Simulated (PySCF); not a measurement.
PySCF input file for (Z)-1-chlorobut-1-ene (C4H7Cl), SMILES CC/C=C\Cl, HF/pcSseg-1. Geometry: PBE-D3(BJ)/def2-SVP. Other conformers were not sampled.

```python
import numpy as np
from pyscf import gto, scf, dft
from pyscf.prop.nmr import rhf as nmr

mol = gto.M(
    atom='''
    C    -2.28542112    1.06818472   -0.37965542
    C    -1.26015702   -0.01112915   -0.75853330
    C    -0.69128248   -0.71764304    0.43538800
    C     0.59219595   -0.73547219    0.83771764
    Cl    1.89254901    0.07035712   -0.00122906
    H    -2.71255437    1.54664555   -1.28381849
    H    -1.81730090    1.86077556    0.23824257
    H    -3.12735157    0.64261161    0.20492887
    H    -1.75051234   -0.76280783   -1.41741746
    H    -0.43292743    0.43391485   -1.34780206
    H    -1.39772424   -1.27130131    1.08029069
    H     0.93302580   -1.26955133    1.73696827
    ''',
    basis='pcSseg-1',
    charge=0,
    spin=0,
    max_memory=1600,
    verbose=3,
)
mf = scf.RHF(mol)
mf.conv_tol = 1e-10
mf.max_cycle = 100
mf.kernel()
n = nmr.NMR(mf)
n.verbose = 2
n.max_cycle_cphf = 60
sigma = n.kernel()
print('atom   isotropic/ppm   span/ppm')
for i, s in enumerate(sigma):
    w = np.linalg.eigvalsh((s + s.T) / 2)
    print(f'{mol.atom_symbol(i):2s}{i + 1:3d} {w.mean():14.3f} {w[2] - w[0]:11.3f}')
```

Log of the run:

```
converged SCF energy = -614.966174835161
atom   isotropic/ppm   span/ppm
C   1        173.830      23.921
C   2        169.105      20.674
C   3         44.676     244.076
C   4         58.795     186.442
Cl  5        846.302     361.252
H   6         30.184      11.949
H   7         30.482      10.283
H   8         30.391      10.593
H   9         29.794      11.611
H  10         28.804      10.498
H  11         25.668       5.219
H  12         25.526       7.671
```

The run converged.
